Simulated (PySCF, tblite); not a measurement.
Isomers of C9H13P, one GFN2-xTB conformer each. Single-point energies are computed at PBE0/pcSseg-1 (PySCF, gas phase, no added dispersion term), electronic only.

Question: Rank them by PBE0/pcSseg-1 energy, lowest first (kcal/mol).
A. `[CH2:1]=[CH:2][c:3]1[c:4]([CH3:5])[pH:6][c:7]([CH3:8])[c:9]1[CH3:10]` with C1–C2–C3–C4 -137°
B. `[CH2:1]=[CH:2][c:3]1[cH:4][p:5]([CH2:6][CH3:7])[cH:8][c:9]1[CH3:10]` with C1–C2–C3–C4 23°, C4–P5–C6–C7 -78°
C. `[CH3:1][CH2:2][c:3]1[cH:4][cH:5][c:6]([CH3:7])[p:8][c:9]1[CH3:10]` with C1–C2–C3–C4 -85°
D. `[CH2:1]=[P:2]([CH3:3])([CH3:4])[c:5]1[cH:6][cH:7][cH:8][cH:9][cH:10]1` with C1–P2–C5–C6 -39°
E. `[CH:1]#[C:2][P:3]([C:4]#[C:5][CH3:6])[CH2:7][CH2:8][CH2:9][CH3:10]` with C2–P3–C7–C8 -171°, P3–C7–C8–C9 -177°, C7–C8–C9–C10 -179°
F. `[CH2:1]=[CH:2][c:3]1[c:4]([CH3:5])[c:6]([CH3:7])[cH:8][p:9]1[CH3:10]` with C1–C2–C3–C4 -167°
G. `[CH2:1]=[CH:2][C@H:3]1[CH:4]=[CH:5][P@:6](=[CH2:7])([CH3:8])[CH:9]=[CH:10]1` with C1–C2–C3–C4 119°, C2–C3–C4–C5 94°, C4–C5–P6–C7 -97°, C5–P6–C9–C10 -24°, C2–C3–C10–C9 -90°
H. `Cc1cpc(C)c(C)c1C`
I. `[CH3:1][C:2]#[C:3][P:4]1[CH:5]=[C:6]([CH2:7][CH3:8])[CH2:9][CH2:10]1` with C5–C6–C7–C8 111°, C3–P4–C5–C6 85°, C5–C6–C9–C10 19°, C6–C9–C10–P4 -27°, C3–P4–C10–C9 -74°

Answer: C (0.0), H (1.0), F (21.8), B (28.4), A (29.8), D (31.0), I (43.6), G (76.3), E (83.2).

As drawn, the lowest has an aromatic ring, which the highest lacks; the highest has a C≡C bond, which the lowest lacks. Neighbours under 2.5 kcal/mol apart (CCc1ccc(C)pc1C and Cc1cpc(C)c(C)c1C; C=Cc1cp(CC)cc1C and C=Cc1c(C)[pH]c(C)c1C; C=Cc1c(C)[pH]c(C)c1C and C=P(C)(C)c1ccccc1) can change places with a better method, another conformer or zero-point energy. GFN2-xTB itself gives, in the same order: 1.6, 0.0, 23.6, 30.9, 25.7, 38.6, 38.4, 78.4, 77.7. GFN2-xTB puts Cc1cpc(C)c(C)c1C lowest instead; measured from each level's own lowest isomer, the values differ by up to 7.6 kcal/mol (C=P(C)(C)c1ccccc1: 38.6 against 31.0).

Which frontier levels, dipoles and rotational constants go with these structures?

```tsv
SMILES	HOMO (eV, PBE0/pcSseg-1)	LUMO (eV)	dipole (D)	A, B, C (MHz)
CCc1ccc(C)pc1C	-6.68	-1.19	1.72	2023, 830.1, 627.2
Cc1cpc(C)c(C)c1C	-6.47	-1.08	2.56	1540, 1118, 659.4
C=Cc1c(C)c(C)cp1C	-5.93	-1.33	1.75	1626, 1026, 694.1
C=Cc1cp(CC)cc1C	-6.25	-1.43	1.30	1752, 788.0, 600.3
C=Cc1c(C)[pH]c(C)c1C	-5.88	-1.04	0.95	1423, 1118, 646.5
C=P(C)(C)c1ccccc1	-5.18	-0.75	3.09	2159, 800.3, 687.4
CC#CP1C=C(CC)CC1	-6.37	-0.08	2.32	1469, 749.5, 592.8
C=C[C@H]1C=C[P@](=C)(C)C=C1	-5.14	-0.68	3.41	2266, 760.7, 736.5
C#CP(C#CC)CCCC	-6.68	-0.15	1.90	1186, 621.8, 444.4
```

What happens when harmonic zero-point energies from GFN2-xTB frequencies are added?

| SMILES | ZPE (kcal/mol) | electronic (kcal/mol) | with ZPE (kcal/mol) |
| --- | --- | --- | --- |
| CCc1ccc(C)pc1C | 120.8 | 0.0 | 0.0 |
| Cc1cpc(C)c(C)c1C | 120.7 | 1.0 | 0.9 |
| C=Cc1c(C)c(C)cp1C | 118.0 | 21.8 | 19.0 |
| C=Cc1cp(CC)cc1C | 118.6 | 28.4 | 26.2 |
| C=Cc1c(C)[pH]c(C)c1C | 117.3 | 29.8 | 26.4 |
| C=P(C)(C)c1ccccc1 | 116.4 | 31.0 | 26.6 |
| CC#CP1C=C(CC)CC1 | 119.2 | 43.6 | 42.1 |
| C=C[C@H]1C=C[P@](=C)(C)C=C1 | 115.7 | 76.3 | 71.2 |
| C#CP(C#CC)CCCC | 117.2 | 83.2 | 79.7 |

The zero-point energies span 5.1 kcal/mol. The order is unchanged.

As an exercise, what shares would exp(−E/RT) give at 298.15 K from these electronic energies alone (no entropy, no degeneracies)?

RT = 0.592 kcal/mol: CCc1ccc(C)pc1C 84.0 %, Cc1cpc(C)c(C)c1C 16.0 %, C=Cc1c(C)c(C)cp1C under 0.1 %, C=Cc1cp(CC)cc1C under 0.1 %, C=Cc1c(C)[pH]c(C)c1C under 0.1 %, C=P(C)(C)c1ccccc1 under 0.1 %, CC#CP1C=C(CC)CC1 under 0.1 %, C=C[C@H]1C=C[P@](=C)(C)C=C1 under 0.1 %, C#CP(C#CC)CCCC under 0.1 %.
